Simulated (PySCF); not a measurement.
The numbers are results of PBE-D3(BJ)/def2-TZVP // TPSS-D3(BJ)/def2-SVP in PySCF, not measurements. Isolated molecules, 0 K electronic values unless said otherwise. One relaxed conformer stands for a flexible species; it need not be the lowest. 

Reference species: [Y(NH2)3] (neutral, multiplicity 1).

```
Quantity                                                         Value
------------------------------------------------------------  --------
HOMO                                                          -4.97 eV
mean distance from the central atom to its bonded neighbours   2.162 Å
HOMO–LUMO gap                                                  3.12 eV
```

Changed species: [Y(OH)3] (0 of 3 OH replaced by NH2; the reference has 3 of 3 OH replaced by NH2).

Question: Predict the effect on the HOMO, mean distance from the central atom to its bonded neighbours and HOMO–LUMO gap.

Answer: the HOMO falls by 1.23 eV, to -6.20 eV; the mean distance from the central atom to its bonded neighbours decreases by 0.126 Å, to 2.036 Å; the HOMO–LUMO gap goes up by 0.99 eV, to 4.11 eV.
